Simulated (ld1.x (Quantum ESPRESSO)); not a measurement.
## S: one change to a PAW potential, before and after

ld1.x (Quantum ESPRESSO) 7.5 input, shortened:

```
&input
   title='S', zed=16., rel=1, dft='PBE', iswitch=3,
   config='[Ne] 3s2 3p4 3d-2'
 /
 &inputp
   pseudotype=3, lpaw=.true., tm=.true., lloc=-1, rcloc=1.35,
   nlcc=.true., new_core_ps=.true.,
   which_augfun='PSQ', rmatch_augfun=0.90
 /
6
3S  1  0   2.00   0.00  1.20  1.50  0.0
3S  1  0   0.00   1.05  1.20  1.50  0.0
3P  2  1   4.00   0.00  1.20  1.35  0.0
3P  2  1   0.00  -0.05  1.20  1.35  0.0
3D  3  2  -2.00   0.05  1.45  1.50  0.0
3D  3  2  -2.00   2.20  1.45  1.50  0.0
 &test
   configts(1)='3s2 3p4'
 /
```

Change: wave 3p channel at -0.05 Ry: rcut 1.20, rcutus 1.35 bohr becomes 3p channel at -0.38 Ry: rcut 1.20, rcutus 1.35 bohr.

Cutoffs: the cutoffs (Ry, on a coarse ladder) from which the occupation-weighted sum of valence levels, in a spherical-Bessel basis at the reference potential, stays within 10 and 1 mRy of its value at 400 Ry; they do not see the model core or the augmentation charge, which bear on the density cutoff. Errors are all-electron minus pseudo energies relative to the spin-unpolarised reference configuration.

How do hardness, ghosts and transferability respond?

The potential gets neither clearly harder nor softer (15 Ry and 35 Ry → 15 Ry and 35 Ry); of the 7 tests that both files solve, the error grows in 0 and shrinks in 2 by more than 15 % and 0.3 meV (median size 2.5 → 1.7 meV); neither file shows a bound ghost.

| quantity | base | changed |
| --- | --- | --- |
| cutoff, loose | 15 Ry | 15 Ry |
| cutoff, tight | 35 Ry | 35 Ry |
| bound ghosts | none | none |
| error for 3s2 3p3, meV [ΔE 11.77 eV] | -1.4 | -1.1 |
| error for 3s2 3p2, meV [ΔE 34.05 eV] | -8.3 | -7.0 |
| error for 3s2 3p1, meV [ΔE 68.09 eV] | -32 | -30 |
| error for 3s1 3p4, meV [ΔE 22.65 eV] | -2.5 | -1.7 |
| error for 3s2 3p3.5, meV [ΔE 4.66 eV] | -0.4 | -0.4 |
| error for 3s2 3p0, meV [ΔE 114.89 eV] | -97 | -97 |
| error for 3s1 3p5, meV [ΔE 10.31 eV] | -0.6 | -0.5 |
| s: phases at 1.64 bohr within 0.05 rad from the reference energy up to (Ry; the scan ends near 5) | to the end of the scan | to the end of the scan |
| p: phases at 1.64 bohr within 0.05 rad from the reference energy up to (Ry; the scan ends near 5) | to the end of the scan | to the end of the scan |
| d: phases at 1.64 bohr within 0.05 rad from the reference energy up to (Ry; the scan ends near 5) | to the end of the scan | to the end of the scan |
| lowest overlap eigenvalue by channel | s 0.43, p 0.75, d 0.96 | s 0.43, p 0.75, d 0.96 |
